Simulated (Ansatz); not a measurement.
A structure relaxed at PBE-D4/def2-SVP in Ansatz, charge -1, singlet:

```csv
atom,x (Å),y (Å),z (Å)
Al1,2.464,-3.211,2.279
Sb2,4.352,-1.629,1.118
Al3,4.400,1.092,1.009
Al4,-1.780,-3.975,1.611
Sb5,0.244,-2.267,1.050
Al6,-0.224,0.390,0.982
Sb7,1.964,1.559,-0.077
Al8,1.884,4.171,-0.787
Sb9,-3.658,-3.073,-0.143
Al10,-4.595,-0.530,-0.407
Sb11,-2.261,0.800,-0.739
Al12,-2.870,3.317,-1.528
Sb13,-0.398,4.186,-2.272
H14,2.739,-4.733,1.833
H15,2.432,-2.791,3.831
H16,5.915,-2.197,1.573
H17,4.473,-2.162,-0.511
H18,4.403,1.592,2.539
H19,5.559,1.537,-0.015
H20,-1.374,-5.474,1.189
H21,-2.358,-3.650,3.078
H22,0.565,-2.607,-0.605
H23,-0.556,0.968,2.441
H24,2.083,0.765,-1.599
H25,1.570,5.066,0.513
H26,3.119,4.519,-1.760
H27,-4.993,-4.165,-0.143
H28,-3.097,-3.528,-1.702
H29,-5.227,-0.145,1.022
H30,-5.473,-0.454,-1.754
H31,-1.643,0.101,-2.185
H32,-3.275,4.194,-0.242
H33,-3.805,3.276,-2.838
H34,-0.023,3.337,-3.718
H35,-0.554,5.722,-3.043
```

Task: Give its formula and point group.

Result: Al₇Sb₆H₂₂⁻, a cluster cut from wurtzite AlSb (hydrogen-capped). Point group C3v (tolerance 0.1 Å).

Task: Summarise the bond lengths by kind (pairs closer than 1.2 times the sum of covalent radii, bridged metal pairs left out).

Result: 15 × Al–Sb 2.70 to 2.72 Å; 13 × Al–H 1.60 to 1.61 Å; 9 × H–Sb 1.72 to 1.73 Å.

In the def2 sets Sb takes a core potential; there is no spin–orbit coupling.
